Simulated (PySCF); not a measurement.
## Structure from NMR data

An unknown has the formula C₉H₁₁N. Its calculated NMR data are:

¹H NMR (500 MHz, computed): δ 7.02 (m, 1H), 6.96 (d, 1H), 6.63 (m, 1H), 6.27 (d, 1H), 3.17 (m, 2H), 2.93 (br s, 1H), 2.65 (m, 2H), 1.77 (m, 2H).

¹³C{¹H} NMR (computed): δ 148.2, 135.1, 132.8, 122.0, 120.9, 116.4, 43.3, 29.5, 24.1.

PySCF calculation with NMR shieldings at PBE0/pcSseg-1/GIAO and PBE0-D3(BJ)/def2-SVP geometry; fast rotation and ring inversion assumed for equivalent nuclei, in vacuum, one computed conformer, non-relativistic.

Shifts are taken against calculated references (same method and geometry level): ¹H (31.27 ppm) and ¹³C (184.41 ppm) vs TMS.

Problem. Which of these isomers gave the spectra?
A. c1ccc2c(c1)CCCN2
B. C[C@@H](C#N)[C@]12C[C@@H]3[C@H](C1)[C@@H]32
C. C=Cc1ccccc1CN
D. C#CC(C)(C)n1cccc1

Solution. A. 

The formula gives 5 degrees of unsaturation (2 rings in the answer). 9 carbon signals for 9 carbons: no two carbons are equivalent. Carbon types of the structure: 2 × C, 4 × CH, 3 × CH2, leaving 1 H on heteroatoms. δC 148.2: aromatic carbon bearing nitrogen; the electronegative substituent deshields the carbon that carries it. δC 135.1, 132.8, 120.9, 116.4: aromatic CH. δC 122.0: substituted aromatic carbon. δH 7.02, 6.96, 6.63, 6.27: hydrogen on an aromatic CH. δH 2.93: hydrogen on an aniline-type nitrogen; exchangeable; this is the value without hydrogen bonding to other molecules.

The others: C[C@@H](C#N)[C@]12C[C@@H]3[C@H](C1)[C@@H]32 would give 9 signals for carbon-bound and other non-exchanging H, not 7; C#CC(C)(C)n1cccc1 would give 6 carbon signals, not 9; C=Cc1ccccc1CN would give 8 signals for carbon-bound and other non-exchanging H, not 7.

OH and NH positions are those of a molecule without intermolecular hydrogen bonds; in solution they move with solvent, concentration and temperature, and exchange usually removes their couplings. Shifts are as computed. Against solution values, carbons near 30 ppm lie about +2 ppm off and those near 130 ppm about +5 ppm. Of 1211 compounds with measured shifts, 218 miss one by over three times the rms of a fit or turn the order of signals round; such compounds aren't used in these exercises. Multiplicities follow the n + 1 count of equivalent neighbours, as no J values were calculated; m marks all less simple cases, F and P coupling included.
